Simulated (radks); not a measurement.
Neutral technetium inside a hard spherical wall (all orbitals vanish at R), configuration held at [Kr] 4d5 5s2 and not refilled when levels cross. Method: scalar-relativistic Kohn-Sham, PBE, spin-polarised, spherical densities, point nucleus; open shells are filled with parallel spins first (spin-orbit coupling, left out, can overturn this in heavy ions); computed with a radial shooting solver on a logarithmic mesh with Libxc functionals. Eigenvalues in eV for spin up, with the zero of energy where the potential of the charges vanishes at infinity; a dash marks a level that is unbound or too diffuse for the functional's potential to be trusted. A positive occupied level is held by the wall or, in an anion where self-interaction has pushed it up, behind a barrier. The pressure on the wall is -dE/dV.

R (bohr)  E (hartree)  kinetic (hartree)    e(4s)    e(4p)   e(4d)   e(5s)  e(5p, empty)  e(6s, empty)  pressure (GPa)
free      -4285.74288           4425.410  -74.358  -46.451  -7.827  -5.540        -1.623             -               0
20        -4285.74288           4425.410  -74.358  -46.451  -7.827  -5.540        -1.623             -        < 0.0001
15        -4285.74288           4425.410  -74.358  -46.451  -7.827  -5.540        -1.620         0.277        < 0.0001
12        -4285.74280           4425.411  -74.350  -46.443  -7.819  -5.533        -1.595         0.785         0.00132
10        -4285.74221           4425.417  -74.306  -46.399  -7.776  -5.498        -1.500         1.729          0.0170
8         -4285.73702           4425.455  -74.073  -46.166  -7.555  -5.298        -1.082         4.289           0.232
3.5       -4284.59691           4430.040  -63.490  -35.952   2.399  10.808        21.069        73.458             315
2.5       -4279.94219           4446.673  -45.428  -18.072  23.229  57.369        75.960        202.53            4040
